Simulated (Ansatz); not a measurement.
Ideal-gas functions of C₃H₄FGa, SMILES `FCC#[C][GaH2]` at 400 K and 1 bar, from an Ansatz frequency run at PBE0-D4/def2-TZVP.

Molar mass 128.79 g/mol, point group Cs (symmetry number 1), electronic degeneracy 1, moments of inertia 21.551, 590.971, 609.336 u Å². Harmonic wavenumbers (cm⁻¹, unscaled): 86, 88, 114, 238, 359, 368, 531, 609, 625, 745, 1015, 1015, 1089, 1261, 1392, 1474, 2008, 2013, 2264, 3051, 3092.

Use S(trans) = R[1.5 ln M + 2.5 ln T − 1.1517]; rotational temperatures θ = 24.2544 K / I; S(rot) = R[ln(√π/σ · √(T³/θAθBθC)) + 1.5]; for each mode x = 1.438777 ν̃/T, S = R[x/(eˣ − 1) − ln(1 − e⁻ˣ)] and H = RT x/(eˣ − 1); 1 cm⁻¹ = 0.0119627 kJ/mol; R = 8.31446 J/(mol·K).

Question: By hand: the entropy, in J/(mol·K).

Answer: Translation 175.6. Rotation: θ = 1.1254, 0.041, 0.0398 K, giving 118.1. Vibration, mode by mode: 18.10, 17.91, 15.78, 9.86, 6.74, 6.56, 4.09, 3.28, 3.13, 2.23, 1.03, 1.03, 0.83, 0.50, 0.34, 0.26, 0.05, 0.05, 0.02, 0.00, 0.00, in all 91.8. Electronic 0.0. Sum 385.5 J/(mol·K).

Question: By hand: H − E and G − E in kJ/mol, counted from the electronic energy.

Answer: Zero-point energy ½ × 23437 × 0.0119627 = 140.2; thermal vibration 18.6; translation, rotation and pV give 4 RT = 13.3. H − E = 172.1 kJ/mol, and G − E = 172.1 − 400 × 385.5/1000 = 17.9 kJ/mol.

Vibration gives 24 % of the entropy, 51.8 J/(mol·K) of it from the modes under 150 cm⁻¹: soft modes count most, and the harmonic formula is weakest for them.
